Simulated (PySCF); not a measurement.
SMILES C1=CC=CC=C(C=S)C1=O, C8H6OS

Molfile (atoms numbered from 1):
```
C8H6OS
     RDKit          3D

 16 16  0  0  0  0  0  0  0  0999 V2000
    1.1870   -2.1897   -0.8688 O   0  0  0  0  0  0  0  0  0  0  0  0
    0.5137   -1.2927   -0.3847 C   0  0  0  0  0  0  0  0  0  0  0  0
   -0.8795   -1.5524   -0.0338 C   0  0  0  0  0  0  0  0  0  0  0  0
   -1.9204   -0.7112    0.1590 C   0  0  0  0  0  0  0  0  0  0  0  0
   -1.9426    0.7054    0.1051 C   0  0  0  0  0  0  0  0  0  0  0  0
   -0.8764    1.5526    0.0629 C   0  0  0  0  0  0  0  0  0  0  0  0
    0.4923    1.2244    0.0829 C   0  0  0  0  0  0  0  0  0  0  0  0
    1.1281    0.0206   -0.0777 C   0  0  0  0  0  0  0  0  0  0  0  0
    2.5636   -0.0259    0.0045 C   0  0  0  0  0  0  0  0  0  0  0  0
    3.5444    1.2345    0.3316 S   0  0  0  0  0  0  0  0  0  0  0  0
   -1.0844   -2.6166   -0.0033 H   0  0  0  0  0  0  0  0  0  0  0  0
   -2.8844   -1.1707    0.3443 H   0  0  0  0  0  0  0  0  0  0  0  0
   -2.9271    1.1545    0.1400 H   0  0  0  0  0  0  0  0  0  0  0  0
   -1.0932    2.6135    0.0656 H   0  0  0  0  0  0  0  0  0  0  0  0
    1.1652    2.0659    0.2233 H   0  0  0  0  0  0  0  0  0  0  0  0
    3.0061   -1.0034   -0.1620 H   0  0  0  0  0  0  0  0  0  0  0  0
  1  2  2  0
  2  3  1  0
  3  4  2  0
  4  5  1  0
  5  6  2  0
  6  7  1  0
  7  8  2  0
  8  9  1  0
  9 10  2  0
  8  2  1  0
  3 11  1  0
  4 12  1  0
  5 13  1  0
  6 14  1  0
  7 15  1  0
  9 16  1  0
M  END
```

The calculation used quadratic response LC-wPBE/def2-SVPD first hyperpolarisability, Taylor convention, gas phase (PySCF 2.14.0). Geometry: GFN2-xTB.

(1) Give the tensor of the second harmonic β(−2ω;ω,ω) at 1907 nm in the axes of these coordinates.

Results:

(1) In au, Taylor convention; rows are the first index (the induced dipole):
```csv
,xx,yy,zz,xy,xz,yz
x,-843.0,-24.2,-49.1,-264.7,-91.2,-8.6
y,-243.9,+3.1,-23.8,-14.5,-8.8,+15.3
z,-80.1,+16.7,-34.3,-4.6,-44.6,-22.1
```
Norm of βᵢ = ⅓ Σⱼ (βᵢⱼⱼ + βⱼᵢⱼ + βⱼⱼᵢ): 954.1 au, hyper-Rayleigh value 399.5 au.
